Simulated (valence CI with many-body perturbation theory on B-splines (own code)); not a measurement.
The numbers below are computed, except where a source is named.
From CI to CI+MBPT in Zn23+

Level of theory: configuration interaction combined with many-body perturbation theory (CI+MBPT): five valence electrons over a frozen Dirac-Fock core [He], radial functions for each j: 9 s, 9 p, 8 d, 6 f, 3 g, 1 h, with the one-electron correlation potential Σ1 (screened to all orders), the two-electron term Σ2, the three-electron term Σ3, Breit, model QED; selected single and double excitations, second order for the rest (own B-spline code, finite nucleus).

No measured spectrum was set against this ion. As an estimate, levels of excited configurations hold to 0.05 to 0.15 % of their energy, terms of the ground configuration to about 0.5 %. Among the levels kept, up to 2200 cm⁻¹ of a level comes from second order outside the variational space, and about a tenth of that is noise between levels of different J, which matters for small intervals.

Each rung adds one term. CI alone is the Dirac-Coulomb CI over the frozen core; QED comes last and gives the full result, which names the levels. Energies are above 2s2 2p3 4S°_3/2 on the same rung, in × 10³ cm⁻¹.

Names give the largest LS component (configuration and term), which can be under half, so a name can repeat, a term be missing and a line seem to break the LS rules; names also repeat where a configuration has a term twice.

```tsv
Level	CI alone
2s2 2p3 2D°_3/2	188.81
2s2 2p3 2D°_5/2	260.97
2s2 2p3 2P°_1/2	358.63
2s2 2p3 2P°_3/2	507.42
2s 2p4 4P_5/2	965.26
2s 2p4 4P_3/2	1093.6
2s 2p4 4P_1/2	1118.4
2s 2p4 2D_3/2	1338.3
2s 2p4 2D_5/2	1385.9
2s 2p4 2S_1/2	1525.3
2s 2p4 2P_3/2	1593.8
2s 2p4 2P_1/2	1782.5
2p5 2P°_3/2	2468.8
2p5 2P°_1/2	2678.2
2s2 2p2 3s 4P_1/2	10010
2s2 2p2 3s 4P_3/2	10161
```

(1) What do these energies become with core correlation, Breit and QED?

(2) How does the ionisation energy move along the ladder, and which term matters most?

Results:

(1) 2s2 2p3 2D°_3/2 187.97 (-0.84); 2s2 2p3 2D°_5/2 254.34 (-6.62); 2s2 2p3 2P°_1/2 357.36 (-1.27); 2s2 2p3 2P°_3/2 500.71 (-6.71); 2s 2p4 4P_5/2 956.72 (-8.54); 2s 2p4 4P_3/2 1084.8 (-8.82); 2s 2p4 4P_1/2 1110.6 (-7.81); 2s 2p4 2D_3/2 1328.8 (-9.51); 2s 2p4 2D_5/2 1372.3 (-13.56); 2s 2p4 2S_1/2 1517.0 (-8.30); 2s 2p4 2P_3/2 1579.6 (-14.26); 2s 2p4 2P_1/2 1767.4 (-15.07); 2p5 2P°_3/2 2452.4 (-16.38); 2p5 2P°_1/2 2657.3 (-20.86); 2s2 2p2 3s 4P_1/2 10010 (-0.31); 2s2 2p2 3s 4P_3/2 10156 (-4.86).

(2) CI alone 2213.5, + Σ1 2213.8, + Σ2 2213.8, + Σ3 2213.7, + Breit 2213.1, + QED 2213.1 eV. The largest step is Breit, -0.6 eV. NIST lists 2214 ± 8 eV (semi-empirical).
